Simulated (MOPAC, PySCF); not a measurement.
C₅H₅NS, SMILES `Sc1ncccc1` (H–S–C–N torsion 0°), neutral singlet in the gas phase. 

Z-matrix (Å, degrees):
```
C
N 1 1.3409
C 2 1.3429 1 117.92
C 3 1.4022 2 123.71 1 0.01
H 4 1.0995 3 120.65 2 180.00
H 3 1.1047 2 115.91 1 -179.99
C 4 1.4056 5 121.48 3 -179.99
C 7 1.3973 4 119.32 5 179.99
H 8 1.1000 7 121.30 4 180.00
H 7 1.1009 8 120.00 9 0.00
S 1 1.7778 2 117.99 3 -180.00
H 11 1.3621 1 93.02 2 -0.03
```
Charge 0, spin multiplicity 1.

All levels are single points at this geometry (PBE-D3(BJ)/def2-SVP); Pople sets use spherical d functions. Orbital energies aren't observables, and empty levels follow the basis.

| level | HOMO (eV) | LUMO (eV) | gap (eV) | dipole (D) | vertical IE, Delta-SCF (eV) |
|---|---|---|---|---|---|
| PBE-D3(BJ)/def2-TZVP in PySCF | -5.63 | -1.92 | 3.71 | 1.76 | 8.36 |
| B3LYP/3-21G in PySCF | -6.31 | -0.71 | 5.60 | 2.11 | – |
| B3LYP/6-31G* in PySCF | -6.21 | -0.77 | 5.44 | 1.95 | 8.33 |
| B3LYP/LANL2DZ in PySCF | -6.42 | -1.08 | 5.34 | 2.32 | – |
| BP86/6-31G* in PySCF | -5.51 | -1.63 | 3.88 | 1.82 | – |
| HF/3-21G in PySCF | -8.84 | 3.15 | 11.99 | 2.55 | – |
| HF/6-31G* in PySCF | -8.60 | 3.09 | 11.69 | 2.29 | – |
| HF/STO-3G in PySCF | -6.49 | 6.66 | 13.15 | 1.39 | – |
| PM6 in MOPAC | -9.00 | -0.41 | 8.60 | 1.99 | – |
